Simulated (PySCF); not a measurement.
Geometry:
```tsv
atom	x (Å)	y (Å)	z (Å)
C1	-2.511	-0.615	0.587
C2	-2.180	0.641	-0.206
C3	-1.007	0.454	-1.168
B4	0.389	0.169	-0.486
N5	0.783	0.542	0.831
C6	2.082	-0.018	1.147
C7	2.679	-0.338	-0.234
N8	1.511	-0.477	-1.080
H9	-1.642	-0.953	1.174
H10	-2.793	-1.444	-0.083
H11	-3.347	-0.453	1.285
H12	-3.078	0.966	-0.760
H13	-1.952	1.467	0.491
H14	-0.886	1.363	-1.787
H15	-1.236	-0.354	-1.887
H16	0.175	0.820	1.587
H17	2.726	0.676	1.715
H18	1.993	-0.945	1.749
H19	3.301	-1.249	-0.204
H20	3.334	0.492	-0.569
H21	1.638	-0.676	-2.061
```

PySCF 2.14 calculation with NMR shieldings at KT2/pcSseg-1/GIAO and PBE0-D3(BJ)/def2-SVP geometry; one averaged value for each set of equivalent atoms, a single conformation, isolated molecule, non-relativistic Hamiltonian.

List the cross peaks expected in HSQC, COSY and HMBC spectra.

## Answers



HSQC (one-bond C–H):
```tsv
δH	δC
3.40 (H17/H18/H19/H20)	48.8 (C6/C7)
1.43 (H12/H13)	23.0 (C2)
0.92 (H9/H10/H11)	18.0 (C1)
0.85 (H14/H15)	15.7 (C3)
```

COSY cross peaks (H two or three bonds apart, from the bond graph; peaks can be absent where the dihedral angle is near 90°):
```tsv
δH	δH
1.43 (H12/H13)	0.92 (H9/H10/H11)
1.43 (H12/H13)	0.85 (H14/H15)
```

HMBC (two and three bonds, from the bond graph):
```tsv
δH	δC
3.40 (H17/H18/H19/H20)	48.8 (C6/C7)
1.43 (H12/H13)	18.0 (C1), 15.7 (C3)
0.92 (H9/H10/H11)	23.0 (C2), 15.7 (C3)
0.85 (H14/H15)	23.0 (C2), 18.0 (C1)
```

References, each an isolated molecule treated in the same way: ¹H and ¹³C against TMS.

Short H···H contacts in this conformer between protons four or more bonds apart (candidates for NOE cross peaks, intensity ∝ r⁻⁶): H10···H15 2.62 Å.

The OH or NH signal is concentration- and solvent-dependent in practice; the value given is the gas-phase one. A carbon bonded to boron is broadened by the quadrupolar boron nucleus and is often missing from a measured spectrum. Shifts are as computed. Against solution values, carbons near 30 ppm lie about +2 ppm off and those near 130 ppm about -5 ppm. Of 1309 compounds with measured shifts, 239 miss one by over three times the rms of a fit or turn the order of signals round; such compounds aren't used in these exercises.
